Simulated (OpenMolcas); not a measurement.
# B2H2F2 (SMILES FBBF): methods side by side

The species is B2H2F2 (6 atoms), meant as a singlet with charge 0. SMILES: `FBBF`. Geometry: relaxed at GFN2-xTB. This is one conformer, not always the lowest.

```xyz
6

F    -1.3917    1.0188   -0.7880
B    -0.1696    0.7512   -0.3737
B     0.1692   -0.7509    0.3740
F     1.3889   -1.0141    0.7977
H     0.5978    1.6248   -0.5776
H    -0.5947   -1.6298    0.5676
```

Each level gives the energy change with the B2–H5 bond stretched from 1.181 to 1.771 Å (eV). The values are calculated.

```json
{"level": "HF/def2-SVPD (unrestricted)", "kind": "Hartree–Fock", "program": "OpenMolcas", "value (eV)": "1.83", "less CCSD(T)/def2-SVPD": "+0.24", "CPU time (all runs)": "24 s"}
{"level": "SVWN5/def2-SVPD (restricted)", "kind": "LDA", "program": "OpenMolcas", "value (eV)": "1.43", "less CCSD(T)/def2-SVPD": "-0.16", "CPU time (all runs)": "42 s"}
{"level": "revPBE/def2-SVPD (restricted)", "kind": "GGA", "program": "OpenMolcas", "value (eV)": "1.42", "less CCSD(T)/def2-SVPD": "-0.17", "CPU time (all runs)": "64 s"}
{"level": "TPSS/def2-SVPD (restricted)", "kind": "meta-GGA", "program": "OpenMolcas", "value (eV)": "1.56", "less CCSD(T)/def2-SVPD": "-0.03", "CPU time (all runs)": "79 s"}
{"level": "r2SCAN/def2-SVPD (restricted)", "kind": "meta-GGA", "program": "OpenMolcas", "value (eV)": "1.54", "less CCSD(T)/def2-SVPD": "-0.05", "CPU time (all runs)": "78 s"}
{"level": "M06-2X/def2-SVPD (restricted)", "kind": "hybrid meta-GGA", "program": "OpenMolcas", "value (eV)": "1.68", "less CCSD(T)/def2-SVPD": "+0.09", "CPU time (all runs)": "76 s"}
{"level": "B2PLYP/def2-SVPD (restricted)", "kind": "double hybrid", "program": "OpenMolcas", "value (eV)": "1.64", "less CCSD(T)/def2-SVPD": "+0.05", "CPU time (all runs)": "49 s"}
{"level": "MP2/def2-SVPD (restricted)", "kind": "perturbation theory", "program": "OpenMolcas", "value (eV)": "1.70", "less CCSD(T)/def2-SVPD": "+0.11", "CPU time (all runs)": "18 s"}
{"level": "CCSD(T)/def2-SVPD (Cholesky decomposition) (restricted)", "kind": "coupled cluster or CI", "program": "OpenMolcas", "value (eV)": "1.59", "less CCSD(T)/def2-SVPD": "0.00", "CPU time (all runs)": "7.5 min"}
```

CCSD(T)/def2-SVPD (Cholesky decomposition) (restricted) is the highest level here, not the true value. The first shape isn't each level's own minimum. The values span 1.42 to 1.83 eV. Times are those of the runs behind each value, whatever else they computed, on shared processors of several kinds: orders of magnitude only.
